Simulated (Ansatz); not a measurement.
[Au(OH)4]- (AuO₄H₄⁻). The state is a singlet with charge -1. Geometry PBE0-D4/def2-SVPD, basis def2-TZVPD, Ansatz.

```csv
run,HOMO (eV),LUMO (eV)
A,-3.96,3.93
B,-2.64,3.11
C,-1.19,2.34
D,-2.40,3.04
E,-5.27,4.87
F,-1.02,2.26
```

In the def2 sets Au takes a core potential; there is no spin–orbit coupling. LC-ωPBE has ω = 0.4 bohr⁻¹.

Task: The runs used B97M-V, CAM-B3LYP, LC-ωPBE, PBE0, r2SCAN, r2SCAN0. Estimate which is which.

Result: A CAM-B3LYP (range-separated); B r2SCAN0 (25 % exact exchange); C B97M-V (0 % exact exchange); D PBE0 (25 % exact exchange); E LC-ωPBE (range-separated); F r2SCAN (0 % exact exchange). Exact exchange lowers occupied and raises empty levels; among semilocal functionals meta-GGAs tend to open the gap a little, and such runs are hard to tell apart. The gap grows from 3.28 eV (r2SCAN) to 10.13 eV (LC-ωPBE).
